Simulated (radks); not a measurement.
Task: Coherent X-ray form factor from a spherical all-electron density. Method: non-relativistic Kohn-Sham, BLYP, spin-unpolarised, spherical densities, point nucleus; computed with a radial shooting solver on a logarithmic mesh with Libxc functionals.

sin(theta)/lambda (1/angstrom),f0 (electrons)
0.05,80.632
0.1,77.318
0.15,73.301
0.2,69.210
0.25,65.225
0.3,61.401
0.4,54.403
0.5,48.455
0.6,43.529
0.8,35.825
1,29.711
1.25,23.614
1.5,19.275
2,14.600

The species is in the configuration that NIST lists as its ground one. Which atom or ion scatters so?

Result: Neutral lead, [Hg] 6p2. Extrapolating in s^2 from the first two rows gives f0(0) = 81.7, near the electron count 82; among species with that count, the fall with angle is slower the higher Z, and the table is that of Z = 82; from so few rows the species is fixed only to a neighbour or two.
